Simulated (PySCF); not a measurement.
# Fractional electron number in Pr²⁺ (praseodymium, charge +2)

The 4f alpha orbital of [Xe] 4f3 is emptied in steps (occupation f), with all orbitals relaxed, ending at [Xe] 4f2. Computed with PySCF 2.14 in def2-TZVP with the def2 core potential (28 electrons) (10s7p5d4f1g, 93 functions), with a scalar-relativistic core potential. The exact energy is a straight line in f; departures are measured from the line between the end points of the same method.

| f | BHandHLYP (eV) | wB97X (eV) | CAM-B3LYP (eV) |
| --- | --- | --- | --- |
| 1 | 0.000 | 0.000 | 0.000 |
| 0.75 | -0.428 | -0.461 | -0.693 |
| 0.5 | -0.580 | -0.623 | -0.938 |
| 0.25 | -0.442 | -0.474 | -0.714 |
| 0 | 0.000 | 0.000 | 0.000 |

```csv
method,E(f=0) − E(f=1) (eV),−ε at f=1 (eV),−ε at f=0.5 (eV)
BHandHLYP,21.645,19.408,21.605
wB97X,22.106,19.670,22.070
CAM-B3LYP,22.389,18.751,22.334
```

Orbital energy along the path (eV):

| f | BHandHLYP | wB97X | CAM-B3LYP |
| --- | --- | --- | --- |
| 1 | -19.408 | -19.670 | -18.751 |
| 0.75 | -20.473 | -20.858 | -20.498 |
| 0.5 | -21.605 | -22.070 | -22.334 |
| 0.25 | -22.797 | -23.344 | -24.253 |
| 0 | -24.040 | -24.658 | -26.248 |

Reference removal energy between the ground levels: 21.624 eV (measured; NIST Atomic Spectra Database, ionization energies). The calculation has no spin-orbit coupling. The determinant left behind need not be the lowest term of the ion.
